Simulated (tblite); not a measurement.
Species: C₅H₁₁OS (doublet state).
Bonds: C1–O2, O2–C3, C3–C4, C4–C5, C5–C6, C6–S7. Hydrogens: H8, H9, H10 on C1; H11 on C3; H12, H13 on C4; H14, H15 on C5; H16, H17 on C6; H18 on S7.

Computed with GFN2-xTB (tblite), gas phase: L-BFGS steps from a force-field or distance-geometry start until the largest atomic force falls under 0.01 eV/Å.

Step 0: E = -640.5948 eV
```
atom  x, y, z in Å  |  force x, y, z in eV/Å
C1      2.8900   -0.1240   -0.8355   -0.231   0.623   0.393
O2      1.8021    0.1262    0.0600    0.925  -0.117  -0.592
C3      0.9169   -0.9093    0.0943   -0.467  -0.129   0.359
C4     -0.2282   -0.8026    1.0402    0.616  -0.656   0.445
C5     -1.5209   -0.3101    0.4066   -0.464   0.107  -0.478
C6     -1.4104    1.1317   -0.0996    0.187  -0.207   0.768
S7     -3.0011    1.7108   -0.7552   -0.181   0.104   0.053
H8      3.5797    0.7284   -0.7708   -0.267  -0.176   0.062
H9      3.4291   -1.0351   -0.5576   -0.116   0.008  -0.053
H10     2.5089   -0.1936   -1.8593    0.094  -0.118   0.006
H11     0.9636   -1.6457   -0.6960   -0.137   0.094   0.134
H12     0.0397   -0.1644    1.8917    0.080   0.114  -0.310
H13    -0.4107   -1.8060    1.4777   -0.057   0.268  -0.282
H14    -1.7902   -0.9736   -0.4333    0.055   0.246   0.222
H15    -2.3241   -0.3722    1.1482    0.015   0.031  -0.046
H16    -0.6689    1.2175   -0.8867   -0.081  -0.011  -0.194
H17    -1.1042    1.8034    0.7200   -0.142  -0.184  -0.247
H18    -3.6802    1.6249    0.4035    0.171   0.004  -0.240
```

Step 1: E = -640.6377 eV
```
atom  x, y, z in Å  |  force x, y, z in eV/Å
C1      2.8867   -0.1151   -0.8299   -0.035   0.028  -0.024
O2      1.8153    0.1246    0.0515    0.121  -0.220  -0.077
C3      0.9102   -0.9111    0.0995    0.141   0.112   0.072
C4     -0.2194   -0.8120    1.0466    0.115  -0.118   0.115
C5     -1.5275   -0.3085    0.3998   -0.015   0.001   0.074
C6     -1.4078    1.1287   -0.0887    0.120  -0.180   0.121
S7     -3.0037    1.7123   -0.7544   -0.024   0.079   0.025
H8      3.5759    0.7259   -0.7699   -0.099   0.055   0.084
H9      3.4274   -1.0350   -0.5584   -0.129   0.121  -0.086
H10     2.5103   -0.1953   -1.8592    0.130  -0.080   0.047
H11     0.9617   -1.6444   -0.6941   -0.149   0.074   0.153
H12     0.0409   -0.1628    1.8873    0.101   0.121  -0.204
H13    -0.4115   -1.8021    1.4737   -0.093  -0.053  -0.116
H14    -1.7894   -0.9700   -0.4301   -0.017   0.106  -0.002
H15    -2.3238   -0.3718    1.1475   -0.011   0.010  -0.041
H16    -0.6700    1.2174   -0.8894   -0.200  -0.030  -0.008
H17    -1.1062    1.8007    0.7164   -0.055  -0.030   0.012
H18    -3.6778    1.6249    0.4001    0.098   0.003  -0.144
```

Problem. Estimate the geometry and energy of step 2. (The exact step hangs on the optimiser's Hessian estimate; all steps are aligned on step 1, rigid shifts and turns removed.)

Solution. E = -640.6453 eV, largest force 0.204 eV/Å
```
atom  x, y, z in Å  |  force x, y, z in eV/Å
C1      2.8858   -0.1137   -0.8296    0.037  -0.039  -0.086
O2      1.8188    0.1207    0.0493    0.021  -0.053   0.069
C3      0.9118   -0.9094    0.1012    0.088  -0.006   0.046
C4     -0.2165   -0.8151    1.0492    0.028   0.024  -0.024
C5     -1.5285   -0.3083    0.4002    0.093  -0.063   0.119
C6     -1.4054    1.1253   -0.0854    0.010  -0.086   0.020
S7     -3.0044    1.7138   -0.7539    0.064   0.057  -0.012
H8      3.5738    0.7266   -0.7683   -0.071   0.088   0.081
H9      3.4251   -1.0329   -0.5599   -0.071   0.071  -0.073
H10     2.5126   -0.1968   -1.8584    0.105  -0.065  -0.010
H11     0.9589   -1.6430   -0.6912   -0.138   0.046   0.122
H12     0.0427   -0.1605    1.8833    0.105   0.121  -0.127
H13    -0.4131   -1.8026    1.4713   -0.080  -0.123  -0.063
H14    -1.7896   -0.9679   -0.4298   -0.022   0.075  -0.026
H15    -2.3240   -0.3716    1.1467   -0.034   0.001  -0.006
H16    -0.6735    1.2169   -0.8899   -0.160  -0.039  -0.012
H17    -1.1074    1.7999    0.7163   -0.028  -0.008   0.056
H18    -3.6758    1.6250    0.3973    0.052  -0.001  -0.075
```

The energy changes by -0.0076 eV. The first-order estimate −F·Δx gives -0.0104 eV and the mean of the old and new forces, exact on a quadratic surface, -0.0076 eV. The step makes an angle of 13° with the force vector and moves no atom by more than 0.006 Å.

What follows is the cost of the whole relaxation. On an Arm Neoverse V2 with one thread, on a shared host, this took 0.45 s.
